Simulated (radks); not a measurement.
Spherical jellium clusters: N electrons in a uniform positive sphere of charge N and radius rs N^(1/3), rs = 3.74 bohr. Calculated with a radial shooting solver with Libxc functionals: non-relativistic Kohn-Sham, LDA (Slater exchange, Perdew-Wang correlation), spin-polarised, spherical densities. Levels are named by radial order and angular momentum (1s, 1p, 1d, 2s, ...), and open shells are averaged over m. Each electron was tried in the lowest free levels, single moves between levels near the top were tried too, and the lowest total energy was kept; such a search can miss a lower state. Energies include the self-energy of the background; IP and EA are vertical (highest electron removed, lowest free level filled), at fixed background; spill-out counts the electrons outside the background radius R, and alpha is the static dipole polarisability from linear response (closed shells only). A dash means not computed or, for alpha, an open shell; in EA it means that no bound solution was reached, which is typical of self-interaction and does not show that the anion is unstable. Real open-shell clusters deform, which this model forbids.

N        open shells  2S  E/N (eV)  E(N+1) + E(N-1) - 2E(N) (eV)  IP (eV)  EA (eV)  -e(HOMO) (eV)  spill-out (e)
1   1s(up 1, down 0)   1    -1.168                             -        -        -          3.135           0.41
2               none   0    -1.660                         1.225    5.552        -          3.366           0.58
3   1p(up 1, down 0)   1    -1.416                        -0.688    3.924        -          2.184           0.90
4   1p(up 2, down 0)   2    -1.465                        -0.499    4.525        -          2.750           1.08
5   1p(up 3, down 0)   3    -1.595                         0.309    4.866        -          3.118           1.21
6   1p(up 3, down 1)   2    -1.630                        -0.404    4.414        -          2.839           1.36
7   1p(up 3, down 2)   1    -1.712                        -0.295    4.733    1.682          3.161           1.47
8               none   0    -1.811                         1.347    4.942        -          3.393           1.58
9   1d(up 1, down 0)   1    -1.738                        -0.290    3.518        -          2.129           1.76
10  1d(up 2, down 0)   2    -1.709                        -0.250    3.793        -          2.413           1.91
11  1d(up 3, down 0)   3    -1.708                        -0.215    4.010    1.341          2.643           2.04
12  1d(up 4, down 0)   4    -1.725                        -0.186    4.184    1.540          2.833           2.14
13  1d(up 5, down 0)   5    -1.754                         0.356    4.327        -          2.993           2.24
14  1d(up 5, down 1)   4    -1.753                        -0.197    3.928    1.439          2.660           2.35
15  1d(up 5, down 2)   3    -1.765                        -0.169    4.099    1.625          2.840           2.45
16  1d(up 5, down 3)   2    -1.786                        -0.147    4.239    1.785          2.992           2.54
17  1d(up 5, down 4)   1    -1.814                        -0.129    4.357    1.925          3.122           2.63
18              none   0    -1.845                         0.228    4.457    1.748          3.235           2.71
19  2s(up 1, down 0)   1    -1.862                         0.206    4.201    1.614          3.008           2.88
20              none   0    -1.866                         0.517    3.997    1.116          2.847           3.09
21  1f(up 1, down 0)   1    -1.845                        -0.138    3.502    1.266          2.368           3.19
22  1f(up 2, down 0)   2    -1.833                        -0.126    3.622    1.401          2.496           3.28
23  1f(up 3, down 0)   3    -1.827                        -0.116    3.728    1.523          2.611           3.36
24  1f(up 4, down 0)   4    -1.826                        -0.107    3.824    1.634          2.715           3.44
25  1f(up 5, down 0)   5    -1.830                        -0.099    3.910    1.736          2.810           3.51
26  1f(up 6, down 0)   6    -1.837                        -0.091    3.988    1.829          2.896           3.58
27  1f(up 7, down 0)   7    -1.847                         0.316    4.058    1.524          2.975           3.64
28  1f(up 7, down 1)   6    -1.845                        -0.102    3.722    1.635          2.668           3.72
29  1f(up 7, down 2)   5    -1.847                        -0.094    3.811    1.737          2.763           3.79
30  1f(up 7, down 3)   4    -1.852                        -0.087    3.892    1.830          2.850           3.86
31  1f(up 7, down 4)   3    -1.859                        -0.081    3.965    1.915          2.930           3.93
32  1f(up 7, down 5)   2    -1.868                             -    4.031    1.995          3.004           4.00

All shells are closed at N = 2, 8, 18, 20 (there: 1s2 1p6 1d10 2s2); the second difference of the energy has clear peaks (12 % above both neighbours; the first and last values, which can be the largest, are not judged, and half-filled shells can peak too) at N = 5, 8, 13, 20, 27.
